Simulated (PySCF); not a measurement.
**Dipole response of Li⁻ (lithium, charge -1)**

[He] 2s2, closed-shell 1S. Computed with PySCF 2.14 in aug-cc-pCVQZ, with no relativity, point nucleus. Coupled (time-dependent) response in atomic units; α is the mean over directions.

| method | mean α (bohr³) | C₆ (like pair) | S(−4) |
| --- | --- | --- | --- |
| UHF | 1066 | 31240 | 882600 |
| LC-wPBE | 729.6 | 18540 | 365800 |
| wB97X-V | 777.7 | 20060 | 436000 |

S(−4) is the Cauchy moment in α(ω) = α(0) + S(−4) ω² + …

α(iu) at UHF:

| u (hartree) | α(iu) (bohr³) |
| --- | --- |
| 0 | 1066 |
| 0.0500 | 378.3 |
| 0.100 | 142.5 |
| 0.200 | 42.91 |
| 0.300 | 20.20 |
| 0.500 | 7.686 |
| 0.750 | 3.583 |
| 1.00 | 2.106 |
| 1.50 | 1.019 |
| 2.00 | 0.6196 |
| 3.00 | 0.3111 |
| 5.00 | 0.1289 |

For an ion, C₆ is the dispersion term alone; charge-induced terms of lower order in 1/R come first.
